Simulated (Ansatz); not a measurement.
C2H6BClSi can be A, `[SiH3]C1CB1Cl`, or B, `CC1[SiH2]B1Cl`.

Gas-phase electronic energies from Ansatz, PBE0-D4/def2-TZVP geometries. CCSD(T)/CBS adds triple-zeta CCSD(T) − MP2 to the extrapolated MP2 energy (def2 sets, frozen cores). DFT in def2-TZVPP. B3LYP here is the variant with VWN-RPA as its local correlation; programs differ in this.

Q: Which is lower in electronic energy at CCSD(T)/CBS, and by how much? (Estimate.)

A: The calculation gave: A, by 8.9 kcal/mol.

Q: Give E(B) − E(A) in kcal/mol with HF/def2-TZVPP, PBE0-D4, MP2/def2-TZVPP, ωB97M-V, B3LYP, CCSD(T)/def2-TZVPP, r2SCAN-D4. (An estimate is asked.)

A: The calculation gave: HF/def2-TZVPP 16.5, PBE0-D4 8.0, MP2/def2-TZVPP 9.7, ωB97M-V 10.5, B3LYP 9.5, CCSD(T)/def2-TZVPP 9.0, r2SCAN-D4 8.4. None reverses the order clearly.

Largest T1 diagnostic: 0.013.

In def2-TZVPP, CCSD(T) changes the Hartree–Fock value by −7.4 kcal/mol (the triples alone add −1.5 kcal/mol) and MP2 by −6.8 kcal/mol. From PBE to PBE0 (25 % exact exchange), in def2-TZVPP and without D4, E(B) − E(A) moves by +2.3 kcal/mol.
